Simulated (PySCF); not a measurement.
# Successive ionisation energies of dysprosium

Calculated with PySCF 2.14, two-component X2C-1e (Gaussian nucleus, no Breit or QED terms), each ion in its own even-tempered basis; GMP2 freezes the deep shells of the larger ions and drops the highest virtual spinors; eV.

| ion | configuration | GHF (spin-free) | GHF (screened spin-orbit) | GMP2 (screened spin-orbit) | NIST | kind |
| --- | --- | --- | --- | --- | --- | --- |
| Dy³⁶⁺ | [Ar] 3d10 4s2 | 1626.8 | 1626.6 | 1629.3 | 1638 ± 5 | theoretical |
| Dy³⁷⁺ | [Ar] 3d10 4s1 | 1677.9 | 1677.7 | 1678.9 | 1691.7 ± 0.3 | semi-empirical |
| Dy³⁸⁺ | [Ar] 3d10 | 2899.5 | 2883.8 | 2885.1 | 2882 ± 4 | theoretical |
| Dy³⁹⁺ | [Ar] 3d9 | 3001.7 | 2987.7 | 2989.1 | 2987 ± 4 | theoretical |
| Dy⁴⁰⁺ | [Ar] 3d8 | 3112.4 | 3099.1 | 3100.2 | 3098 ± 4 | theoretical |
| Dy⁴¹⁺ | [Ar] 3d7 | 3224.9 | 3218.2 | 3218.5 | 3217 ± 4 | theoretical |
| Dy⁴²⁺ | [Ar] 3d6 | 3331.2 | 3332.3 | 3332.2 | 3331 ± 4 | theoretical |
| Dy⁴³⁺ | [Ar] 3d5 | 3481.4 | 3446.4 | 3446.1 | 3445 ± 4 | theoretical |
| Dy⁴⁴⁺ | [Ar] 3d4 | 3591.2 | 3608.4 | 3609.3 | 3607 ± 4 | theoretical |
| Dy⁴⁵⁺ | [Ar] 3d3 | 3710.8 | 3725.5 | 3726.3 | 3725 ± 4 | theoretical |
| Dy⁴⁶⁺ | [Ar] 3d2 | 3831.6 | 3854.0 | 3853.7 | 3852 ± 4 | theoretical |
| Dy⁴⁷⁺ | [Ar] 3d1 | 3946.1 | 3972.9 | 3972.5 | 3970 ± 4 | theoretical |

Problem. Where is the largest relative jump?

Solution. From Dy³⁷⁺ to Dy³⁸⁺: 1678.9 to 2885.1 eV, where the electron removed from [Ar] 3d10 comes from a deeper shell or subshell.
